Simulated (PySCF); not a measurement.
Isomers C7H9FO:

A. `C=C/C=C(\CC)C(=O)F`
B. `InChI=1S/C7H9FO/c1-5-4-7(8,9-3)6(5)2/h1-2,4H2,3H3/t7-/m0/s1`
C. SMILES [C@]12(F)C(=O)[C@H](CC1)CC2
D. `InChI=1S/C7H9FO/c1-4-5(2)7(9-3)6(4)8/h6-7H,1-2H2,3H3/t6-,7+/m0/s1`
E. `C=C1C(=C)[C@@H](OC)[C@@H]1F`

Spectrum 1. $^{13}$C{$^{1}$H} NMR (computed): δ 155.1 (C), 154.3 (C), 118.6 (CH2), 118.1 (CH2), 93.8 (CH), 82.4 (CH), 60.1 (CH3).

Spectrum 2. $^{13}$C{$^{1}$H} NMR (computed): δ 151.6 (C), 150.3 (C), 117.7 (CH2), 117.6 (CH2), 97.1 (CH), 87.9 (CH), 58.8 (CH3).

Spectrum 3. $^{13}$C{$^{1}$H} NMR (computed): δ 166.6 (C), 153.3 (CH), 140.3 (CH), 137.9 (CH2), 137.0 (C), 24.7 (CH2), 17.5 (CH3).

Spectrum 4. $^{13}$C{$^{1}$H} NMR (computed): δ 157.5 (C), 147.8 (C), 117.1 (C), 115.8 (CH2), 114.0 (CH2), 52.2 (CH3), 44.2 (CH2).

Spectrum 5. $^{13}$C{$^{1}$H} NMR (computed): δ 215.0 (C), 96.8 (C), 37.6 (CH), 30.3 (CH2), 26.1 (CH2).

Fast rotation and ring inversion assumed for equivalent nuclei, single conformer, no relativistic terms, in vacuum. σ from GIAO-PBE0/pcSseg-1; GFN2-xTB geometry; PySCF.

Chemical shifts δ = σref − σ; $^{13}$C (σ = 186.93 ppm) vs TMS, all at this level. Splittings of carbon signals by F and P are missing where no couplings were computed. Shifts are as computed. Against solution values, carbons near 30 ppm lie about +3 ppm off and those near 130 ppm about +5 ppm. Of 1211 compounds with measured shifts, 218 miss one by over three times the rms of a fit or turn the order of signals round; such compounds aren't used in these exercises.

Question: Match each spectrum to its structure.

Answer: 1–D, 2–E, 3–A, 4–B, 5–C.

- Spectrum 1 (D): 7 $^{13}$C signals; δC 155.1 is a fully substituted alkene carbon; δC 154.3 is a fully substituted alkene carbon.
- Spectrum 2 (E): 7 $^{13}$C signals; δC 151.6 is a fully substituted alkene carbon; δC 150.3 is a fully substituted alkene carbon.
- Spectrum 3 (A): 7 $^{13}$C signals; δC 153.3 is a β carbon of a C=C–C=O unit; δC 140.3 is an alkene CH.
- Spectrum 4 (B): 7 $^{13}$C signals; δC 157.5 is a fully substituted alkene carbon; δC 147.8 is a fully substituted alkene carbon.
- Spectrum 5 (C): 5 $^{13}$C signals; δC 215.0 is a ketone carbonyl carbon; δC 96.8 is a fully substituted sp3 carbon bonded to F, α to a carbonyl.
